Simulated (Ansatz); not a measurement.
TaO3⁻. Total charge -1; singlet. Geometry PBE0-D4/def2-TZVPD; atoms count from 1.

```xyz
4

Ta   -0.6057    0.5049    0.2024
O     1.1905    0.3960   -0.5518
O    -1.7063   -0.6888   -0.4094
O     1.1215   -0.2120    0.7588
```

In the def2 sets Ta takes a core potential; there is no spin–orbit coupling. The structure holds one bond between oxygen atoms, so isomers without such links may lie far lower. The restricted singlet is unstable: a solution with broken spin symmetry lies lower. The geometry of the singlet was relaxed on an unsound state (restricted singlet, unstable towards broken spin symmetry). The structure comes from a short search, and lower isomers may exist.

Question: Estimate the Mulliken populations from the PBE0/def2-TZVPD orbitals of Ansatz.

Answer: 
```csv
atom,charge (e),d electrons
Ta1,0.03,2.47
O2,-0.28,–
O3,-0.48,–
O4,-0.28,–
```
Mulliken values and Mayer orders depend strongly on the basis. With diffuse functions, as here, like atoms can get unlike values, and bond orders can come out too low or too high.

Question: And the Mayer bond orders between bonded heavy atoms (over 0.3)?

Answer: Ta1–O2 0.61 (1.95 Å); Ta1–O3 1.48 (1.74 Å); Ta1–O4 0.61 (1.95 Å); O2–O4 0.70 (1.45 Å).
